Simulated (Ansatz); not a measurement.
Cost and result up the ladder for Ba₃Se₂ (5 atoms). The state is a singlet with charge 0. Geometry: PBE0-D4/def2-SVP.

```xyz
5

Ba    0.217    2.292   -1.940
Ba    1.583   -1.138    1.207
Ba   -2.991   -0.298   -0.176
Se    2.444    1.053   -0.573
Se   -1.253   -1.909    1.482
```

Ansatz on 4 threads of Arm Neoverse V2 on a shared host. Times are rough, and most runs start from the orbitals of an earlier one. No level here is sound enough to serve as a yardstick. Binding counts from free atoms at the same level (Ba singlet, Se triplet; other spins of the atoms weren't run), without zero-point energy or a counterpoise term.

In the def2 sets Ba takes a core potential; there is no spin–orbit coupling. LC-ωPBE has ω = 0.4 bohr⁻¹. Correlated methods freeze 18 core orbitals; core or outer-core shells of Ba, Se are correlated, in sets that lack core-valence functions. The rows differ in basis, and correlated rows in double-zeta sets carry the largest basis error. Another isomer (singlet) lies 1.01 eV lower at PBE0-D4/def2-TZVP; other spin states weren't run for this one.

Run but left out: HF/def2-TZVP (restricted singlet, unstable towards broken spin symmetry).

Correlated methods converge slowly with the basis, most of all in double-zeta sets.

```tsv
level	functions	binding energy per atom (eV)	remarks
MP2/def2-TZVP	216	2.52	restricted SCF unstable
PBE-D4/def2-SVP	154	2.66	restricted SCF unstable in HF
LC-ωPBE/def2-TZVP	216	2.61	restricted SCF unstable in HF
PBE0-D4/def2-TZVP	216	2.63	restricted SCF unstable in HF
BLYP-D4/def2-TZVP	216	2.46	restricted SCF unstable in HF
CCSD(T)/def2-SVP	154	2.29	restricted SCF unstable
PBE0-D4/def2-SVP	154	2.61	restricted SCF unstable in HF
r2SCAN-D4/def2-TZVP	216	2.77	restricted SCF unstable in HF
PBE-D4/def2-TZVP (with forces)	216	2.66	restricted SCF unstable in HF
```

Task: Estimate how long each takes.

Result: PBE-D4/def2-SVP 3.7 s; PBE-D4/def2-TZVP (with forces) 5.5 s; BLYP-D4/def2-TZVP 6 s; LC-ωPBE/def2-TZVP 6 s; PBE0-D4/def2-SVP 6 s; MP2/def2-TZVP 7.5 s; PBE0-D4/def2-TZVP 8 s; r2SCAN-D4/def2-TZVP 12 s; CCSD(T)/def2-SVP 1.9 min. On shared hardware such times vary by a factor of up to 3.
